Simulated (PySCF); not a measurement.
ClITe. Atoms are numbered in the order given.

```xyz
3

Te     0.6712    -0.9589     0.0000
Cl    -1.4084    -2.1434     0.0000
I     -0.2068     1.6283     0.0000
```
Charge 0, spin multiplicity 1.

The structure is a stationary point at B3LYP-D3(BJ)/def2-SVP. The def2 effective core potentials stand for the cores of I, Te; spin–orbit coupling is left out.

These are HF/def2-TZVPD in PySCF values and carry that method's errors.

Isolated molecule, no solvent.

Task: Estimate the frontier levels, gap, dipole moment and polarisability. (The exact figures need the calculation; the answer reports its results.)

Result: 
```json
{
 "highest_occupied_level": "-9.02 eV",
 "lowest_empty_level": "-0.37 eV",
 "orbital_gap": "8.65 eV",
 "dipole_moment": "1.92 D",
 "quadrupole, principal values (traceless, Buckingham form, about the centre of nuclear charge)": "-3.98, -3.66, 7.64 D·Å",
 "mean_static_polarisability": "92.8 bohr³ (13.75 Å³)",
 "polarisability_principal_values": "66.8, 85.5, 126.1 bohr³"
}
```
